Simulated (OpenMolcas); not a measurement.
**Pr³⁺: CASPT2 settings compared**

```json
{
  "Program": "OpenMolcas",
  "Basis": "ANO-R1 [7s5p3d2f]",
  "Scalar Hamiltonian": "X2C, finite nucleus",
  "Active space": "2 electrons in 7 orbitals (4f)",
  "State averaging": "2S+1 = 3 even, 21 roots; 2S+1 = 1 even, 27 roots kept (CI in the orbitals of an earlier block)",
  "Spin-orbit coupling": "state interaction with AMFI integrals over the reference wave functions, term energies averaged over their components"
}
```

Methods on the same reference wave functions:
A. CASSCF
B. SS-CASPT2, IPEA 0.2 Eh, imaginary shift 0.3 Eh (closed shells correlated: none)
C. SS-CASPT2, IPEA 0.3 Eh, sigma1 regulariser 0.1 Eh (closed shells correlated: 4d 5s 5p)
D. SS-CASPT2, IPEA 0.35 Eh, real shift 0.15 Eh (closed shells correlated: 5s 5p)

Energies in cm-1 above 4f2 3H4, the measured ground level; measured values from Martin, Zalubas and Hagan, Atomic Energy Levels: The Rare-Earth Elements, NSRDS-NBS 60 (1978).

```csv
Level,A,B,C,D,Measured
4f2 3H4,0.0,0.0,0.0,0.0,0.0
4f2 3H5,2332,2340,2350,2340,2152
4f2 3H6,4791,4800,4810,4790,4389
4f2 3F2,6891,6630,5260,5990,4997
4f2 3F3,8387,8140,6790,7510,6415
4f2 1D2,23934,23030,20330,21790,17334
4f2 1I6,28678,28150,27080,27110,22212
4f2 3P0,30171,29160,25860,27600,21390
4f2 3P1,30588,29580,26270,28020,22007
4f2 3P2,31837,30830,27560,29290,23161
```

Deviations, from unrounded energies. A percentage is the sum of absolute deviations over the sum of measured energies, with the sign that they share, or ± where signs differ.

```json
{"Against measurement": "mean absolute deviation (cm-1)", "Levels": "9", "A": "4800", "B": "4300", "C": "2500", "D": "3400"}
{"Against measurement": "fine structure of the ground term (%)", "Levels": "2", "A": "+8.9", "B": "+9.1", "C": "+9.5", "D": "+9.0"}
{"Against measurement": "other terms of the ground configuration (%)", "Levels": "7", "A": "+36.6", "B": "+32.4", "C": "+18.4", "D": "+25.4"}
```

C lies closest to measurement on these levels and A furthest from it. The largest miss of C in the table is 4f2 1I6, by +4900 cm-1. The ranking rests on the paired levels alone, and a cruder setting can come out closer through cancelling errors.

Among B to D the level of the table that moves most is 4f2 3P0, by 3300 cm-1 (lowest in C, highest in B). Moves below CASPT2's spread within the term are not significant.

From A to B the spin-free energies of the other terms of 4f2 shown, above 3H, scale by factors of 0.96 to 0.98.

The lowest spin-free term lies below A's lowest term by 0.003 hartree in B, 0.382 hartree in C, 0.117 hartree in D.

CASPT2 does not keep the components of a term degenerate, so their means are used; among the terms shown or strongly mixed into the levels shown the widest spread is 560 cm-1 (4f2 1I, C). Terms from blocks run as CI alone lack orbitals of their own. The basis is small and was not contracted for so high a charge. Without dynamic correlation excited terms often stand tens of per cent too high (terms of higher spin than the ground term too low), and those without a measured partner can miss by more than the paired ones (holds for A). Some levels mix across a computed gap that differs much from the measured one, so their mixing is not that of the real levels (holds for A; B). Some terms miss by over 15 % even with CASPT2, which points to a basis or an active space too small for the shells correlated (holds for B; C; D). The CASPT2 spread within a term exceeds the gap to the next term for 4f2 3P and 4f2 1I, so the order of their levels is uncertain (holds for C). Measured partners are found by configuration, term and J. A level has none where our copy of the source lacks it or the pairing is in doubt (some pairs that miss far off the trend of their configuration count as doubtful), and it then counts in no deviation. Levels of configurations outside the active space are missing. The table leaves out levels that lie high or whose names do not pair safely across all columns.
